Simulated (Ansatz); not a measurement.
Geometry optimisation, Ansatz 0.2.0, RKS PBE0-D4/def2-mTZVP.

The input (input.yaml):

```yaml
crystal:
  periodic: [false, false, false]
  atoms:
    - { symbol: O, position_ang: [0.1123, -1.8667, 0.5304] }
    - { symbol: C, position_ang: [0.0332, -0.6787, 1.0395] }
    - { symbol: S, position_ang: [0.2163, -0.5086, 2.7938] }
    - { symbol: "N", position_ang: [-0.0869, 0.4982, 0.2308] }
    - { symbol: Ge, position_ang: [-0.384, 0.3697, -1.6347] }
    - { symbol: H, position_ang: [1.645, -0.3696, 2.6799] }
    - { symbol: H, position_ang: [-0.1538, 1.4322, 0.6866] }
    - { symbol: H, position_ang: [-1.81609, 0.94065, -1.90547] }
    - { symbol: H, position_ang: [-0.33649, -1.13869, -1.99141] }
    - { symbol: H, position_ang: [0.70069, 1.15066, -2.39392] }
basis:
  gaussian: { orbitals: def2-mTZVP }
hamiltonian:
  xc: pbe0
  dispersion: d4
relax:
  f_tol: 0.015
  max_steps: 40
output:
  orbitals: {}
```

Run as:

```bash
$ ansatz run input.yaml --threads 2 --pin off --max-ram 3072MiB --backend cpu --events-out ev --progress --plain --runs-dir out
```

Problem. Where does it end, and by what steps?

Solution. The forces met the threshold. After 17 steps the energy has fallen by 1.032 eV; O1 moved furthest, 1.19 Å.

```json
{"step": "0", "energy less start (eV)": "0.0000", "largest force component (eV/Å)": "5.187", "accepted": "yes"}
{"step": "1", "energy less start (eV)": "-0.3800", "largest force component (eV/Å)": "2.794", "accepted": "yes"}
{"step": "2", "energy less start (eV)": "-0.5750", "largest force component (eV/Å)": "2.108", "accepted": "yes"}
{"step": "3", "energy less start (eV)": "-0.5350", "largest force component (eV/Å)": "2.928", "accepted": "no"}
{"step": "4", "energy less start (eV)": "-0.6962", "largest force component (eV/Å)": "0.789", "accepted": "yes"}
{"step": "5", "energy less start (eV)": "-0.7233", "largest force component (eV/Å)": "0.532", "accepted": "yes"}
{"step": "6", "energy less start (eV)": "-0.7575", "largest force component (eV/Å)": "0.733", "accepted": "yes"}
{"step": "7", "energy less start (eV)": "-0.8228", "largest force component (eV/Å)": "0.661", "accepted": "yes"}
{"step": "8", "energy less start (eV)": "-0.8752", "largest force component (eV/Å)": "0.891", "accepted": "yes"}
{"step": "9", "energy less start (eV)": "-0.9257", "largest force component (eV/Å)": "0.566", "accepted": "yes"}
{"step": "10", "energy less start (eV)": "-0.9440", "largest force component (eV/Å)": "0.925", "accepted": "yes"}
{"step": "11", "energy less start (eV)": "-0.9683", "largest force component (eV/Å)": "0.848", "accepted": "yes"}
{"step": "12", "energy less start (eV)": "-1.0094", "largest force component (eV/Å)": "0.341", "accepted": "yes"}
{"step": "13", "energy less start (eV)": "-1.0209", "largest force component (eV/Å)": "0.209", "accepted": "yes"}
{"step": "14", "energy less start (eV)": "-1.0304", "largest force component (eV/Å)": "0.124", "accepted": "yes"}
{"step": "15", "energy less start (eV)": "-1.0320", "largest force component (eV/Å)": "0.088", "accepted": "yes"}
{"step": "16", "energy less start (eV)": "-1.0322", "largest force component (eV/Å)": "0.050", "accepted": "yes"}
{"step": "17", "energy less start (eV)": "-1.0323", "largest force component (eV/Å)": "0.012", "accepted": "yes"}
```

```xyz
10
Properties=species:S:1:pos:R:3
O 1.104 -1.232 0.377
C 0.434 -0.376 0.911
S 0.443 -0.102 2.701
N -0.386 0.455 0.234
Ge -0.484 0.270 -1.626
H 1.334 -1.091 2.916
H -0.916 1.144 0.747
H -1.490 1.358 -2.034
H -1.008 -1.129 -1.962
H 0.898 0.532 -2.228
```

Whether the end is a true minimum wasn't checked by a vibrational analysis.

Run time: 100 s on 2 threads of Arm Neoverse V1, with other jobs on the host, peak memory 0.35 GiB.
